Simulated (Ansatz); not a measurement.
```yaml
crystal:
  periodic: [false, false, false]
  atoms:
    - {symbol: Cu, position_ang: [0.044588, 0.000325, -0.017996]}
    - {symbol: Cl, position_ang: [1.236447, 1.116735, -1.119075]}
    - {symbol: Cl, position_ang: [-1.231204, -1.134995, 1.227696]}
basis:
  gaussian: {orbitals: def2-SVPD}
magnetization: {spin_polarized: true, initial_magnetization: 1}
hamiltonian: {xc: {name: wPBEh}}
scf: {lower_state_search: light}
```

```sh
$ ansatz run in.yaml --threads 4 --pin off --events-out ev --progress --plain --max-ram 3916MiB
```

Shortened log:

```
Functional definition: wPBEh
853 factors; integrals over basis functions are off by at most 7.9e-4 eV
66 factors; integrals over basis functions are off by at most 1.1e-5 eV
mean field evaluation 1: about -69658.5790 eV, gradient 2.0e1 eV
mean field evaluation 2: about -69642.1282 eV, gradient 8.3e1 eV
mean field evaluation 4: about -69659.9044 eV, gradient 6.9e0 eV
mean field evaluation 8: about -69660.0569 eV, gradient 3.8e-1 eV
mean field evaluation 16: about -69660.1360 eV, gradient 9.7e-5 eV
mean field evaluation 32: about -69660.1364 eV, gradient 8.7e-3 eV
mean field evaluation 64: about -69660.1360 eV, gradient 3.7e-3 eV
mean field evaluation 96: about -69659.8414 eV, gradient 2.6e0 eV
mean field -69660.13712242 eV, -2559.9628219119 hartree, gradient 2.3e-6 eV, S^2 0.755263; 8 other end points of the search recorded, 0 dependent functions left out
reference -69660.13716740 eV, -2559.9628235652 hartree; 32, 31 occupied and 56, 57 virtual orbitals, 853 factors
Total energy: -69660.13716740 eV, -2559.9628235652 hartree
```

It took 12 s on 4 threads of INTEL XEON PLATINUM 8581C on a shared host.
